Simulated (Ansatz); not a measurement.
A structure relaxed at PBE-D4/def2-SVP in Ansatz, charge 0, singlet:

Cartesian coordinates in Å:
```
C -4.979 -10.722 1.535
C -4.723 -10.377 0.200
C -4.140 -9.137 -0.081
C -3.824 -8.264 0.986
C -3.204 -6.933 0.767
C -2.879 -6.418 -0.504
C -2.297 -5.154 -0.615
C -2.040 -4.403 0.555
C -1.425 -3.056 0.524
C -1.189 -2.357 1.728
C -0.611 -1.090 1.693
C -0.266 -0.517 0.445
C 0.351 0.823 0.325
C 0.647 1.653 1.426
C 1.230 2.903 1.219
C 1.519 3.325 -0.100
C 2.136 4.637 -0.401
C 2.494 5.582 0.582
C 3.072 6.795 0.204
C 3.291 7.064 -1.166
C 3.899 8.330 -1.646
C 4.312 9.369 -0.786
C 4.876 10.528 -1.330
C 5.012 10.617 -2.725
N 4.628 9.643 -3.565
C 4.090 8.538 -3.035
N 2.948 6.161 -2.113
C 2.397 5.005 -1.746
N 1.236 2.533 -1.160
C 0.680 1.341 -0.954
N -0.491 -1.184 -0.710
C -1.044 -2.395 -0.668
N -2.350 -4.894 1.777
C -2.906 -6.101 1.875
N -4.074 -8.605 2.270
C -4.631 -9.792 2.529
H -5.436 -11.686 1.802
H -4.975 -11.069 -0.618
H -3.934 -8.854 -1.123
H -3.076 -6.996 -1.418
H -2.046 -4.758 -1.609
H -1.474 -2.843 2.672
H -0.429 -0.552 2.633
H 0.426 1.329 2.454
H 1.458 3.544 2.082
H 2.327 5.379 1.650
H 3.349 7.525 0.977
H 4.197 9.282 0.305
H 5.206 11.353 -0.681
H 5.454 11.519 -3.185
H 3.775 7.739 -3.727
H 2.131 4.291 -2.542
H 0.462 0.721 -1.839
H -1.197 -2.876 -1.650
H -3.146 -6.472 2.885
H -4.816 -10.021 3.595
```

**Question.** Give its formula, name or SMILES and point group.

**Answer.** `c1ccc(-c2ccc(-c3ccc(-c4ccc(-c5ccc(-c6cccnc6)nc5)nc4)nc3)nc2)nc1`. Point group Cs (tolerance 0.1 Å).

**Question.** Summarise the bond lengths by kind (pairs closer than 1.2 times the sum of covalent radii, bridged metal pairs left out).

**Answer.** 29 × C–C 1.39 to 1.48 Å; 12 × C–N 1.33 to 1.35 Å; 20 × C–H 1.10 to 1.11 Å.

Single mean-field runs in def2-SVP are fitted with def2-universal-jkfit.
